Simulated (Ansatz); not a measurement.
Input file for Ansatz (a program for electronic structure): U-CCSD(T)/def2-SVP on H3NPb (SMILES [NH2][PbH]), a point of a bond scan (R = 2.517 Å). Elements past Kr take the def2 small-core potentials; no spin–orbit coupling. The run froze 10 orbitals, filled d shells among them.

Ansatz 0.2 input:
```yaml
crystal:
  periodic: [false, false, false]
  atoms:
    - {symbol: Pb, position_ang: [-0.05694593, 0.13456917, 0.16632944]}
    - {symbol: H, position_ang: [-0.98639076, 1.63300028, -1.63029753]}
    - {symbol: N, position_ang: [0.56443627, -1.27984887, -1.29975235]}
    - {symbol: H, position_ang: [0.42875834, -1.17436011, -2.29403486]}
    - {symbol: H, position_ang: [1.03517771, -2.14588818, -1.08220763]}
basis:
  gaussian:
    orbitals: def2-SVP
correlation: {method: ccsd_t, electrons: outside_noble_gas}
scf: {omitted_lower_state_checks: [cluster_reference]}
magnetization: {spin_polarized: true, initial_magnetization: 0}
```

Task: Give the final energy of this run.

Result: -248.2011 hartree (reference determinant -247.9166, T1 diagnostic 0.066). Its determinant has ⟨S²⟩ = 0.31, a mixture of spin states.

Task: How many basis functions does it have, and what does it roughly cost on one machine?

Result: 55 functions; very roughly 6 core-seconds.
